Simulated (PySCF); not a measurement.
**CdBi and its ions**

r²SCAN; basis Cd def2-SVP with ECP28, Bi def2-SVP with ECP60; scalar-relativistic core potentials; PySCF 2.14. Neutral (UKS): quartet (σ ↑, π ↑↑), Re = 3.093 Å, ωe = 76.0 cm⁻¹, De = 0.25 eV, HOMO -4.61 eV, LUMO -2.97 eV.

CdBi⁺ (UKS): triplet (π ↑↑), Re = 2.849 Å, ωe = 129 cm⁻¹. The energies at the minima are -382.51723 hartree for CdBi and -382.26264 for CdBi⁺.

Task: Work out the adiabatic ionisation energy, without and with harmonic zero-point energies (1 hartree = 27.2114 eV, 1 eV = 8065.5 cm⁻¹), and the change of the bond length.

Result: At r²SCAN: 0.25459 hartree = 6.928 eV between the minima; the zero-point term (129.0 − 76.0)/2 cm⁻¹ = +0.003 eV makes it 6.931 eV. Re changes by -24.4 pm against the neutral. The electron leaves a σ orbital, and the shorter bond of the ion fits an antibonding orbital, or a change in how ionic the bond is.

Weak bonds: CdBi. Basis-set superposition, not corrected here, can be much of De in a small basis, most of all at correlated wavefunction levels. Spin–orbit coupling is left out, which matters for elements this heavy, above all for dissociation energies. States were picked by a PBE0 search and need not be the measured ground states.
